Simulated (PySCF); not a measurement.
A GIAO shielding run with PySCF 2.14 (density fitting, non-relativistic, gas phase) on `c1pc(CC)sc1C`, C$_{6}$H$_{9}$PS:

```
$ OMP_NUM_THREADS=1 python probes_run.py task.json out

{"job": {"kind": "nmr", "xc": "PBE0", "basis": "pcSseg-1"}, "charge": 0, "multiplicity": 1}
C      2.851275     0.496948     0.384541
C      2.124978    -0.361912    -0.652749
C      0.685211    -0.532481    -0.287010
P      0.053382    -1.833159     0.628950
C     -1.581696    -1.164719     0.642439
C     -1.805913     0.011551     0.012115
C     -3.108381     0.729413    -0.090117
S     -0.416878     0.723382    -0.738919
H      2.397663     1.484051     0.442985
H      3.898560     0.610240     0.116400
H      2.788120     0.028117     1.364436
H      2.206502     0.109330    -1.635565
H      2.597655    -1.345761    -0.700949
H     -2.381576    -1.688620     1.143060
H     -3.032200     1.722206     0.352369
H     -3.397809     0.850065    -1.133757
H     -3.885891     0.173379     0.427606
```

Hardware: 1 thread of an Arm Neoverse V1, shared host. The job also computes population analyses, field gradients, ring-centre shieldings.

(1) How large is the calculation?

(2) How long does it take, and how much memory does it need?

## Answers

(1) 76 electrons, 195 basis functions and 1054 auxiliary functions.

(2) 34 s of wall time, with 14 SCF cycles and 5 response iterations; peak memory 0.91 GiB. Times on a shared host scatter by some tens of per cent.
